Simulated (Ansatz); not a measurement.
Molecule: sum formula H8Si3NO, net charge 0, doublet state. It need not be the lowest isomer of its formula. 
Structure (B3LYP-D3(BJ)/def2-TZVP (Ansatz, a first-principles code) minimum search):
```xyz
13

Si    -0.0422    -1.0574    -0.6225
N     -1.0400    -0.3361     0.5942
Si    -2.5640     0.4852     0.4370
O      1.4729    -0.4145    -0.6182
Si     2.4425     0.6907     0.1149
H     -0.6887    -0.7519    -1.9301
H     -0.7325    -0.4885     1.5472
H     -2.5192     1.8039     1.1153
H     -2.8168     0.6714    -1.0066
H     -3.6777    -0.2886     1.0382
H      2.2585     0.6394     1.5856
H      2.1176     2.0552    -0.3606
H      3.8467     0.3693    -0.2151
```
Charge 0, spin multiplicity 2.

Basis-set convergence of Hartree-Fock and CCSD correlation energies (hartree) with Ansatz. Cores are frozen in the correlated levels unless marked. Open shells are spin-unrestricted. Spin-orbit coupling is left out. No relativistic terms.

| basis | functions | E(HF) | E(corr, CCSD) |
|---|---|---|---|
| cc-pV(D+d)Z | 137 | -1000.88092 | -0.69903 |
| cc-pV(T+d)Z | 289 | -1000.98151 | -0.85420 |
| cc-pV(Q+d)Z | 542 | -1001.00441 | -0.90579 |

Extrapolating the two largest sets (X = 3 and 4) as X^-3: E(corr) = (64·(-0.90579) - 27·(-0.85420))/37 = -0.9434 Eh, an estimate of the basis-set limit. The largest set recovers 96.0 % of it, the smallest 74.1 %.
